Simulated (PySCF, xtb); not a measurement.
arsenic trifluoride cation (AsF3), SMILES F[As](F)F (connectivity only; charge and spin as stated), charge +1, multiplicity 2.

Geometry: ωB97X-D3(BJ)/def2-SVP. The multiplicity is an assumed one; other spin states were not compared.

Level of theory: IEF-PCM-PBE0/def2-SVP in PySCF.

The values are the electrostatic part of the solvation free energy, E(continuum) − E(gas) at the gas-phase geometry, in a cavity of scaled van der Waals radii (PySCF's table); cavitation and dispersion terms are not included.

| solvent | ε | ΔG(elec) (kcal/mol) |
|---|---|---|
| water | 78.36 | -74.4 |
| benzene | 2.27 | ? |
| diethylether | 4.24 | -56.6 |

**Question.** Some entries are withheld; supply them. (The exact figures need the calculation; the answer reports its results.)

**Answer.** 
- benzene, ΔG(elec) (kcal/mol): -40.8

For comparison, GFN2-xTB/ALPB(water) (xtb, at the GFN2-xTB geometry, all terms of that model) gives -56.9 kcal/mol.
